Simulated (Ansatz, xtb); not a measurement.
## A geometry optimisation of Cl2FH3Si2 with r2SCAN-D4/def2-SVP

The starting geometry of this gas-phase singlet has its atoms placed at random.

```xyz
8

Cl    0.0314    1.0319    0.7251
Cl    0.8314    1.7405   -0.9121
F     1.0178   -0.0159    2.0931
Si   -1.7705   -0.9198   -0.2612
Si    1.4943   -0.8281    0.3540
H     0.6152   -1.6432   -0.7688
H    -0.1984    0.8025    2.1063
H    -0.2530   -0.3881    0.4513
```

Problem. Guess where an optimisation with r2SCAN-D4/def2-SVP ends from this start.

Solution. It loosens into ClFH2Si2 + ClH, which stay close as a complex. Contacts that open: Cl1–Cl2 (1.96 → 3.83 Å), Cl1–Si5 (2.40 → 4.18 Å), Cl1–H8 (1.47 → 3.52 Å), Si5–H6 (1.64 → 2.91 Å). Contacts that close: Cl2–Si4 (3.78 → 2.33 Å), Cl2–Si5 (2.94 → 2.32 Å), F3–Si5 (1.98 → 1.66 Å), Si4–H6 (2.54 → 1.54 Å), Si5–H8 (1.80 → 1.77 Å).

The energy falls by 15.06 eV over 20 steps:

| step | E − E(last) (eV) |
| --- | --- |
| 1 | 15.059 |
| 3 | 7.803 |
| 5 | 4.225 |
| 7 | 2.067 |
| 9 | 0.784 |
| 12 | 0.305 |
| 14 | 0.170 |
| 16 | 0.005 |
| 18 | 0.000 |
| 20 | 0.000 |

Final geometry (Å):

```xyz
8

Cl   -1.0732    2.0289    1.8654
Cl    1.0889    0.6544   -0.9752
F     1.4190    0.0717    1.9258
Si   -0.8837   -0.5697   -0.8057
Si    1.5777   -0.9510    0.6282
H    -0.2002   -1.7344   -1.5359
H     0.0252    1.3954    2.1221
H    -0.1854   -1.1156    0.5631
```

From the same start GFN2-xTB ends elsewhere, in pieces: ClFH2Si2 + ClH.

From so rough a start the end depends on the optimiser's path, so another program may land elsewhere. No frequencies were run, so the end isn't proven a minimum. Run with Ansatz 0.2.0, 56 s on 2 threads of AMD EPYC 7R43 64-Core Processor (Zen 3), with other jobs on the host.
